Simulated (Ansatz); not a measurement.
Consider the isomerisation: `OC1(F)C=N[SiH2]1` → `N#CC(O)(F)[SiH3]`.

Gas-phase electronic energies from Ansatz, PBE0-D4/def2-TZVP geometries. CCSD(T)/CBS adds triple-zeta CCSD(T) − MP2 to the extrapolated MP2 energy (def2 sets, frozen cores). Functionals use def2-TZVPP. B3LYP here is the variant with VWN-RPA as its local correlation; programs differ in this. One conformer a species, not always the lowest.

CCSD(T)/CBS gives -1.7 kcal/mol.

Another level gave -6.4 kcal/mol. Which?
A. B3LYP-D4/def2-TZVPP
B. PBE0/def2-TZVPP
C. SCS-MP2/def2-TZVPP
D. ωB97M-V/def2-TZVPP

C. SCS-MP2/def2-TZVPP -6.4, ωB97M-V -0.5, PBE0 2.3, B3LYP-D4 -2.9 kcal/mol.

Largest T1 diagnostic among the species: 0.014.

In def2-TZVPP, CCSD(T) changes the Hartree–Fock value by +2.1 kcal/mol (the triples alone add +0.2 kcal/mol) and MP2 by +1.2 kcal/mol. From PBE to PBE0 (25 % exact exchange), in def2-TZVPP and without D4, ΔE moves by +1.6 kcal/mol.
